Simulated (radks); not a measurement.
Au63+, configuration [Ne] 3s2 3p4.

Calculated with a radial shooting solver on a logarithmic mesh with Libxc functionals: Dirac Kohn-Sham, LB94 model potential, spin-unpolarised, spherical densities, finite nucleus; open shells fill j = l - 1/2 first; Fermi nuclear charge, rms radius 5.4371 fm.

Energy parts (hartree):
kinetic: 17267.0340
electron-nucleus: -33024.7214
Hartree: 1415.8921
(The LB94 potential has no energy functional, so no total or exchange-correlation energy is given.)

Orbitals (lengths in bohr, moments of r in powers of bohr):
orbital  occ.  eigenvalue (hartree)      <r^2>       <r^4>      <r>  <1/r>
1s1/2       2             -3161.914  0.0003922   4.222e-07  0.01685  95.79
2s1/2       2             -708.5069   0.005794  0.00005834  0.06967  23.79
2p1/2       2             -689.4394   0.004088  0.00003441  0.05727  23.73
2p3/2       4             -620.1808   0.005215  0.00005257  0.06556  19.36
3s1/2       2             -282.3310    0.03331    0.001635   0.1705  9.441
3p1/2       2             -275.2476    0.02970    0.001359   0.1597  9.388
3p3/2       2             -257.0014    0.03439    0.001794   0.1724  8.189

The highest occupied level is 3p3/2 at -6993.4 eV. For comparison, the ionisation energy in NIST's Atomic Spectra Database is 6997 eV (theoretical). In exact Kohn-Sham theory the highest level is minus the ionisation energy, but local and semilocal functionals leave it too shallow, through self-interaction and a potential that decays too fast; potentials with the right tail come closer. Summed over all electrons, <r^2> = 0.2362 bohr^2, which gives a Langevin (diamagnetic) susceptibility term of -0.187 x 10^-6 cm^3/mol. The electron density at the nucleus is 2.142e+06 e/bohr^3.

Beside tabulated values, note that spin-unpolarised runs miss the spin-polarisation part of the exchange energy of open shells.
